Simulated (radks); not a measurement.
Values are calculated unless marked as measured or tabulated.
Effect of the nuclear size on the gallium ion Ga+, [Ar] 3d10 4s2. Code: a radial shooting solver on a logarithmic mesh with Libxc functionals. Model: Dirac Kohn-Sham, LDA (Slater exchange, Perdew-Wang correlation), spin-unpolarised, spherical densities, finite nucleus; Fermi nuclear charge, rms radius 3.9973 fm. The rms radius is varied about that value; shifts are against it.

rms radius (fm)  total energy shift (eV)  density at nucleus (e/bohr^3)  1s1/2 shift (meV)  2s1/2 shift (meV)  3s1/2 shift (meV)  3p1/2 shift (meV)
3.3218                           -0.0870                      2.842e+04              -37.0              -3.56             -0.521              0.057
3.7215                           -0.0374                      2.823e+04              -15.9              -1.53             -0.224              0.025
3.9973                                 0                      2.811e+04              0.000              0.000              0.000              0.000
4.1412                            0.0205                      2.805e+04               8.71              0.838              0.123             -0.013
4.6049                            0.0912                      2.787e+04               38.8               3.73              0.546             -0.060

Slopes of the eigenvalues against <r^2> in GHz/fm^2, as finite differences over the two radii next to the reference (eigenvalue slopes, not the field-shift constants of lines): 1s1/2 1800, 2s1/2 173, 3s1/2 25.4, 3p1/2 -2.78.
